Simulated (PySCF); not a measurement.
# RbTl⁻: energy against distance

Set-up: basis Rb def2-SVPD with ECP28, Tl def2-SVPD with ECP60; scalar-relativistic core potentials; PySCF 2.14. Energies in eV from Rb⁻ + Tl in their ground configurations at the same level. State: ²Π (doublet), unpaired electrons π ↑.

All columns are ωB97X. A positive dipole points towards Tl; it is taken about the centre of mass and depends on that origin.

```
R (Å)  E (eV)  μ (D)  Mulliken charge on Rb (basis-dependent)  HOMO (eV)  LUMO (eV)  Mayer bond order  ⟨S²⟩
3.378  -0.429   6.04                                    -0.71      -0.63       1.98              0.91  0.84
3.535  -0.496   6.19                                    -0.74      -0.69       1.95              0.87  0.80
3.692  -0.531   6.43                                    -0.73      -0.69       1.94              0.84  0.83
3.810  -0.541   6.66                                    -0.72      -0.70       1.94              0.82  0.84
3.928  -0.542   6.90                                    -0.72      -0.71       1.94              0.79  0.85
4.046  -0.535   7.19                                    -0.72      -0.72       1.94              0.76  0.85
4.203  -0.519   7.60                                    -0.73      -0.73       1.94              0.72  0.85
4.399  -0.491   8.16                                    -0.74      -0.74       1.94              0.66  0.85
4.635  -0.453   8.91                                    -0.75      -0.74       1.94              0.60  0.84
4.949  -0.399   9.99                                    -0.78      -0.75       1.94              0.52  0.84
```

A fit through these points gives, at Re = 3.874 Å, μ = 6.79 D and dμ/dR = 2.14 D/Å; the reduced mass is 60.04 u.

Q: How strong is the fundamental in the double-harmonic approximation, I = 42.26·(dμ/dR)²/μred km/mol?

A: I = 42.26·(2.14)²/60.04 = 3.22 km/mol at ωB97X.

Spin–orbit coupling is left out, which matters for elements this heavy, above all for dissociation energies. For an ion De counts to the pair picked by the measured ionisation energies or electron affinities, which need not be the lowest pair at this level. The state was picked by a PBE0 search and need not be the measured ground state.
